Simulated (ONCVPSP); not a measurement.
# Cr: ONCV pseudisation with revPBE, scalar-relativistic reference atom.

* Element: chromium (Cr)
* Generator: ONCVPSP 4.0.1
* Type: optimised norm-conserving Vanderbilt (ONCV)
* Functional: revPBE
* Relativity: scalar-relativistic
* Frozen core: [Ne]
* Valence charge: 14
* Reference configuration: 3s2 3p6 3d6
* Partial waves: 3s: rc 1.20 bohr, ncon 5, nbas 8, qcut 8.3 1/bohr, 2 projectors, debl 0.6 Ha; 3p: rc 1.05 bohr, ncon 4, nbas 7, qcut 8.4 1/bohr, 2 projectors, debl 0.5 Ha; 3d: rc 1.05 bohr, ncon 3, nbas 7, qcut 12 1/bohr, local
* Local potential: the d channel
* Core correction: Teter function fitted to the true core (icmod 2), fcfact 0.25

All-electron outer shells of the reference configuration (revPBE, scalar-relativistic, ld1.x):

| shell | level (eV) | outermost node (bohr) | outermost maximum (bohr) |
| --- | --- | --- | --- |
| 3s | -71.81 | 0.36 | 0.78 |
| 3p | -43.30 | 0.33 | 0.80 |
| 3d | -1.27 | – | 0.86 |

Q: Does the generator finish with these settings?

A: No. ONCVPSP 4.0.1 stopped with "sratom123: lschfb convergence ERROR n,l,iter= 3 2 4": the all-electron bound-state solver failed for one shell.
